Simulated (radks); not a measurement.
The numbers below are computed, except where a source is named.
Numerical settings for the mercury ion Hg+, [Xe] 4f14 5d10 6s1. Code: a radial shooting solver on a logarithmic mesh with Libxc functionals. Model: Dirac Kohn-Sham, PBEsol, spin-unpolarised, spherical densities, finite nucleus; Fermi nuclear charge, rms radius 5.4648 fm. The defaults (mesh step 0.008 in ln r, mesh end at 40 bohr or more with all orbitals vanishing there, Anderson mixing 0.5 over 9 steps, residual threshold near 1e-9 with the energy settled to 1e-9 hartree or 1e-11 of itself, here a cap of 90 iterations) give E = -19651.578 hartree and 6s1/2 at -14.759 eV in 15 iterations. Run on one thread of a shared host, so times are rough (Intel(R) Xeon(R) 6975P-C): 0.14 s of CPU time, 0.14 s wall, 15 iterations on 2360 mesh points. Changes against that run (0 stands for a change within the tolerance of the run):

setting,iterations,converged,E (mhartree),e(6s1/2) (meV),CPU (s)
mesh step in ln r 0.02,15,yes,+0.000887,0,0.06
mesh step in ln r 0.08,2,no,diverged,-,0.01
mesh step in ln r 0.012,15,yes,0,0,0.09
mesh end (bohr) 400,15,yes,0,0,0.14
mesh end (bohr) 12,15,yes,0,+0.00715,0.13
residual threshold 0.01,9,yes,+0.000591,+3.31,0.1
residual threshold 1e-05,11,yes,0,-0.0729,0.11
mixing 0.01,22,yes,0,0,0.2
"linear mixing, mixing 0.2",88,yes,0,0,0.58
"linear mixing, mixing 0.05",90,no,+0.0231,-66.5,0.7
mixing history 20,21,yes,0,0,0.17
iteration cap 8,8,no,+0.000591,+3.31,0.08

No run marked as converged misses the energy by more than 1 mhartree. A mesh that ends early acts as a hard wall.
